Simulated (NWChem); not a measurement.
CH₆F₂Si₂; SMILES F[SiH2]C[SiH2]F

```xyz
11

Si     0.3947     1.6007     0.0032
F     -0.6625     2.8383    -0.0001
C     -0.5618     0.0000     0.0003
Si     0.3947    -1.6006    -0.0024
F     -0.6624    -2.8383    -0.0016
H      1.2308     1.7259     1.2296
H      1.2379     1.7252    -1.2184
H     -1.2180     0.0016    -0.8886
H     -1.2209    -0.0016     0.8870
H      1.2367    -1.7267     1.2199
H      1.2320    -1.7242    -1.2282
```
Atoms are numbered in this order, from 1.

Level: PBE0/def2-SVP (NWChem), optimised geometry, unscaled harmonic frequencies. 

List the harmonic frequencies with IR intensities, and the thermochemistry.


```tsv
frequency (cm⁻¹)	IR intensity (km/mol)
27	0.0
57	4.4
107	5.3
239	1.6
244	15.5
459	5.9
535	0.0
683	41.9
726	133.7
746	0.0
783	40.6
837	58.7
865	7.3
871	31.7
886	379.0
951	3.1
959	36.8
979	194.5
1015	0.0
1092	330.6
1372	9.0
2255	26.7
2259	0.0
2263	135.0
2266	265.1
3062	0.7
3132	0.8
```

```yaml
zero_point_energy: 42.4 kcal/mol
thermal correction to the enthalpy at 298.15 K (with zero-point energy): 47.7 kcal/mol
heat capacity Cv: 25.2 cal/(mol K)
entropy at 298.15 K and 1 atm (symmetry number 2): 87.4 cal/(mol K)
dipole_moment: 0.89 D
```

Rigid rotor and harmonic oscillator; modes under 100 cm⁻¹ make the entropy uncertain.
